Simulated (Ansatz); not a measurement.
C$_{5}$H$_{14}$O$_{2}$Si (SMILES CCO[SiH](C)OCC), singlet, geometry from GFN2-xTB. Base run: PBE/STO-3G run with Ansatz (a first-principles code).

Here is a job for Ansatz.
Ansatz 0.2 input:
```yaml
crystal:
  periodic: [false, false, false]
  atoms:
    - {symbol: Si, position_ang: [0.06040446, -1.08594883, 0.38606656]}
    - {symbol: C, position_ang: [-0.64661609, -2.37946835, -0.80038166]}
    - {symbol: O, position_ang: [-1.00725902, 0.02071514, 0.92308330]}
    - {symbol: C, position_ang: [-1.84190591, 0.89365459, 0.20669717]}
    - {symbol: C, position_ang: [-2.49410824, 1.87533876, 1.16934257]}
    - {symbol: O, position_ang: [1.27231125, -0.44787467, -0.49246647]}
    - {symbol: C, position_ang: [2.07923318, 0.65568265, -0.17519698]}
    - {symbol: C, position_ang: [2.59971576, 1.29363643, -1.45504093]}
    - {symbol: H, position_ang: [0.46998101, -1.57966187, 1.69511181]}
    - {symbol: H, position_ang: [-0.90975952, -1.95168858, -1.76405433]}
    - {symbol: H, position_ang: [-1.54172500, -2.82251161, -0.37599970]}
    - {symbol: H, position_ang: [0.06182869, -3.17971676, -0.98123172]}
    - {symbol: H, position_ang: [-1.25737982, 1.43578200, -0.54742763]}
    - {symbol: H, position_ang: [-2.61076608, 0.31085247, -0.31551604]}
    - {symbol: H, position_ang: [-3.07225218, 1.33297061, 1.91251508]}
    - {symbol: H, position_ang: [-3.15104801, 2.54962564, 0.62632650]}
    - {symbol: H, position_ang: [-1.73192187, 2.45576867, 1.68289606]}
    - {symbol: H, position_ang: [1.50612180, 1.38509934, 0.40935889]}
    - {symbol: H, position_ang: [2.91641887, 0.31085366, 0.44385534]}
    - {symbol: H, position_ang: [1.76898744, 1.64375273, -2.06274217]}
    - {symbol: H, position_ang: [3.24548671, 2.13448130, -1.21660037]}
    - {symbol: H, position_ang: [3.16203580, 0.56188788, -2.02887932]}
basis:
  gaussian:
    orbitals: STO-3G
hamiltonian:
  xc: pbe
```

The base run was repeated with changes; each row names its change, and settings that it needs were set with it.

```csv
change,basis functions,E (Eh),core-seconds (rough)
base,58,-630.52460,4
basis = pcseg-0,104,-637.09682,5
basis = 3-21G,104,-634.92315,10
basis = 6-31G,104,-638.20459,7
basis = def2-SV(P),144,-637.99129,8
basis = 6-31G*,?,?,8
basis = def2-SVP,186,-638.02368,8
basis = pcseg-1,186,-638.30128,10
basis = cc-pVDZ,186,?,8
basis = 6-311G**,237,-638.48183,10
basis = def2-SVPD,?,?,20
basis = 6-311++G**,283,-638.48798,20
basis = aug-pcseg-1,?,?,30
```

Task: Some entries are withheld; supply them.

Result: 
- basis = 6-31G*, basis functions: 152
- basis = 6-31G*, E (Eh): -638.35378
- basis = cc-pVDZ, E (Eh): -638.37001
- basis = def2-SVPD, basis functions: 282
- basis = def2-SVPD, E (Eh): -638.05491
- basis = aug-pcseg-1, basis functions: 314
- basis = aug-pcseg-1, E (Eh): -638.32395

Totals compare only among sets that treat the same electrons; sets with core potentials leave the core out.
